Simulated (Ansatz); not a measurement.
Abridged output of a molecular run in Ansatz:

```
Functional definition: HF
1560 factors; integrals over basis functions are off by at most 8.7e-4 eV
mean field evaluation 1: about -61692.2712 eV, gradient 3.6e1 eV
mean field evaluation 2: about -61692.5779 eV, gradient 3.6e1 eV
mean field evaluation 4: about -61696.0299 eV, gradient 4.8e0 eV
mean field evaluation 8: about -61696.1021 eV, gradient 3.4e-1 eV
mean field -61696.10265624 eV, -2267.2899534963 hartree, gradient 4.1e-6 eV, S^2 0.000000; 0 other end points of the search recorded, 0 dependent functions left out
13 core orbitals not correlated: weight in the atoms' cores, before any rotation towards them, 1.000 or more for the frozen orbitals, at most 0.000 for the correlated occupied ones
reference -61696.10265624 eV, -2267.2899534963 hartree; 19, 19 occupied and 224, 224 virtual orbitals, 1560 factors
second order -26.65196333 eV of doubles, -0.00000000 eV of singles
cycle   1  -26.42166984 eV  change    2.3e-1 eV  update   1.3e-1
cycle   2  -27.20760363 eV  change   -7.9e-1 eV  update   3.9e-2
cycle   3  -27.36676513 eV  change   -1.6e-1 eV  update   2.0e-2
cycle   4  -27.35167697 eV  change    1.5e-2 eV  update   5.4e-3
cycle   5  -27.34988186 eV  change    1.8e-3 eV  update   2.7e-3
cycle   6  -27.35113015 eV  change   -1.2e-3 eV  update   8.0e-4
cycle   7  -27.35071295 eV  change    4.2e-4 eV  update   3.5e-4
cycle   8  -27.35056616 eV  change    1.5e-4 eV  update   1.1e-4
cycle   9  -27.35060255 eV  change   -3.6e-5 eV  update   4.5e-5
perturbative correction -1.22888001 eV, -0.0451605074 hartree
Total energy: -61724.68213880 eV, -2268.3402301086 hartree
```

Its atoms:

Z-matrix (Å, degrees):
```
C
O 1 1.418
H 1 1.093 2 110.8
H 1 1.089 2 106.5 3 -119.2
H 1 1.093 2 110.8 3 121.6
C 2 1.328 1 115.4 3 -60.1
Ge 6 1.912 2 154.2 1 0.6
C 6 1.325 2 135.9 1 -179.6
H 7 1.535 6 120.9 2 -76.9
H 7 1.536 6 121.0 2 76.6
H 8 1.081 6 138.8 2 0.1
```

Problem. Which basis set was used?
A. def2-TZVPP
B. def2-SVP
C. cc-pV(D+d)Z
D. cc-pV(Q+d)Z

Solution. A. It gives 256 functions.

Problem. Write the keys of the input that set method, charge and spin (a neutral closed shell needs none for the last two).

Solution. 
```yaml
correlation: {method: ccsd_t}
```
